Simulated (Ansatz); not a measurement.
`FBC1N[SiH2]1` and `SC1N[SiH2]1` differ in one atom or group.

Ansatz, PBE0-D4/def2-TZVP geometries, multiplicity 1. Each molecule was computed in one conformer, which needn't be the lowest.

```csv
property,`FBC1N[SiH2]1`
HOMO energy (PBE0/def2-TZVPP) / eV,-6.92
HOMO–LUMO gap (PBE/def2-TZVPP) / eV,4.09
HOMO energy (B3LYP/def2-TZVPP) / eV,-6.70
LUMO energy (ωB97M-V/def2-TZVPP) / eV,1.01
HOMO–LUMO gap (ωB97M-V/def2-TZVPP) / eV,10.14
LUMO energy (PBE/def2-TZVPP) / eV,-1.62
```

(1) Give the same properties after the change, and the shifts. (Best estimate.)

## Answers

(1) The calculation gave: 
```tsv
property	`SC1N[SiH2]1`	shift
HOMO energy (PBE0/def2-TZVPP) / eV	-6.93	-0.01
HOMO–LUMO gap (PBE/def2-TZVPP) / eV	4.45	0.36
HOMO energy (B3LYP/def2-TZVPP) / eV	-6.69	0.01
LUMO energy (ωB97M-V/def2-TZVPP) / eV	1.29	0.28
HOMO–LUMO gap (ωB97M-V/def2-TZVPP) / eV	10.43	0.29
LUMO energy (PBE/def2-TZVPP) / eV	-1.26	0.36
```

B3LYP here is the variant with VWN-RPA as its local correlation; programs differ in this.
